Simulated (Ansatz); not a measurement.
Molecule: C₂H₈GeN, charge 0, multiplicity 2. SMILES: C[N](C)[GeH2]
Geometry from a B3LYP-D3(BJ)/def2-TZVP (Ansatz, an electronic-structure program) optimisation:
```
N
C 1 1.4475
H 2 1.0896 1 110.47
H 2 1.0963 3 108.04 1 -120.29
H 2 1.0987 3 108.40 4 -116.12
C 1 1.4475 2 113.63 3 -179.49
H 6 1.0896 1 110.47 2 179.49
H 6 1.0963 7 108.04 1 120.29
H 6 1.0987 7 108.40 8 116.12
Ge 1 1.8610 2 120.63 3 25.64
H 10 1.5612 1 102.98 2 -46.81
H 10 1.5612 11 108.94 3 135.76
```
Charge 0, spin multiplicity 2.

Quantity: atomisation energy, in kcal/mol. Terms: dispersion terms only where a functional's name holds one; spin-orbit terms left out; UHF or UKS for open shells; non-relativistic; six Cartesian d functions in 6-31G* and its kin unless marked 5d; LANL2DZ with its own core potentials from Na on; atomisation electronic, to ground-state atoms. Ab initio and DFT rows: single points at B3LYP-D3(BJ) geometries (Ansatz).

```
level                              program  atomisation energy (kcal/mol)
---------------------------------  -------  -----------------------------
HF/LANL2DZ                          Ansatz                          647.9
HF/6-31G* with LANL2DZ past Ar      Ansatz                          678.1
SVWN5/6-31G*                        Ansatz                         1108.3
PBE/3-21G                           Ansatz                          992.4
PBE/6-31G*                          Ansatz                          979.4
PBE/def2-SVP                        Ansatz                          985.8
B3LYP/STO-3G                        Ansatz                         1208.6
B3LYP/LANL2DZ                       Ansatz                          939.3
B3LYP/6-31G*                        Ansatz                          960.1
B3LYP/6-31G* with LANL2DZ past Ar   Ansatz                          958.4
PBE0/6-31G*                         Ansatz                          962.5
PBE/def2-TZVPD                      Ansatz                          979.8
PBE0/def2-TZVPD                     Ansatz                          964.8
wB97X-V/def2-TZVPD                  Ansatz                          971.1
```

No value to compare with is used here. The 11 habitual levels span 647.9 (HF/LANL2DZ) to 1208.6 kcal/mol (B3LYP/STO-3G); PBE0/def2-TZVPD gives 964.8.

The levels are drawn from those run, B3LYP/6-31G* more often than the rest, none by its result; left out are runs that failed, that the program found above a lower state of the same kind, or whose <S^2> lies over 0.5 above the pure value.
